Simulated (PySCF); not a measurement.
**Stretching BSe**

Set-up: B aug-pcseg-1, Se aug-pcseg-1; no relativity (PySCF 2.14). Energies in eV from B + Se in their ground configurations at the same level. State: ²Σ⁺ (doublet), unpaired electrons σ ↑.

All columns are BHandHLYP. A positive dipole means B(−)Se(+).

```json
{"R (Å)": "1.503", "E (eV)": "-2.987", "μ (D)": "-0.16", "Mulliken charge on B (basis-dependent)": "0.10", "HOMO (eV)": "-9.39", "LUMO (eV)": "-2.43", "Mayer bond order": "2.30", "⟨S²⟩": "0.76"}
{"R (Å)": "1.573", "E (eV)": "-3.821", "μ (D)": "-0.36", "Mulliken charge on B (basis-dependent)": "0.21", "HOMO (eV)": "-9.55", "LUMO (eV)": "-2.64", "Mayer bond order": "2.28", "⟨S²⟩": "0.76"}
{"R (Å)": "1.643", "E (eV)": "-4.277", "μ (D)": "-0.56", "Mulliken charge on B (basis-dependent)": "0.29", "HOMO (eV)": "-9.34", "LUMO (eV)": "-2.85", "Mayer bond order": "2.25", "⟨S²⟩": "0.76"}
{"R (Å)": "1.696", "E (eV)": "-4.432", "μ (D)": "-0.71", "Mulliken charge on B (basis-dependent)": "0.34", "HOMO (eV)": "-9.19", "LUMO (eV)": "-3.01", "Mayer bond order": "2.23", "⟨S²⟩": "0.76"}
{"R (Å)": "1.748", "E (eV)": "-4.466", "μ (D)": "-0.85", "Mulliken charge on B (basis-dependent)": "0.37", "HOMO (eV)": "-9.05", "LUMO (eV)": "-3.17", "Mayer bond order": "2.20", "⟨S²⟩": "0.76"}
{"R (Å)": "1.800", "E (eV)": "-4.405", "μ (D)": "-1.00", "Mulliken charge on B (basis-dependent)": "0.40", "HOMO (eV)": "-8.92", "LUMO (eV)": "-3.33", "Mayer bond order": "2.17", "⟨S²⟩": "0.77"}
{"R (Å)": "1.870", "E (eV)": "-4.216", "μ (D)": "-1.18", "Mulliken charge on B (basis-dependent)": "0.42", "HOMO (eV)": "-8.75", "LUMO (eV)": "-3.53", "Mayer bond order": "2.13", "⟨S²⟩": "0.77"}
{"R (Å)": "1.958", "E (eV)": "-3.866", "μ (D)": "-1.40", "Mulliken charge on B (basis-dependent)": "0.43", "HOMO (eV)": "-8.57", "LUMO (eV)": "-3.77", "Mayer bond order": "2.08", "⟨S²⟩": "0.77"}
{"R (Å)": "2.063", "E (eV)": "-3.362", "μ (D)": "-1.65", "Mulliken charge on B (basis-dependent)": "0.41", "HOMO (eV)": "-8.36", "LUMO (eV)": "-4.01", "Mayer bond order": "1.98", "⟨S²⟩": "0.77"}
{"R (Å)": "2.203", "E (eV)": "-2.667", "μ (D)": "-1.97", "Mulliken charge on B (basis-dependent)": "0.38", "HOMO (eV)": "-8.11", "LUMO (eV)": "-4.22", "Mayer bond order": "1.79", "⟨S²⟩": "0.77"}
```

A fit through these points gives, at Re = 1.738 Å, μ = -0.83 D and dμ/dR = -2.79 D/Å; the reduced mass is 9.676 u.

Problem. How strong is the fundamental in the double-harmonic approximation, I = 42.26·(dμ/dR)²/μred km/mol?

Solution. I = 42.26·(-2.79)²/9.676 = 34.0 km/mol at BHandHLYP.

Spin–orbit coupling is left out. The state was picked by a PBE0 search and need not be the measured ground state.
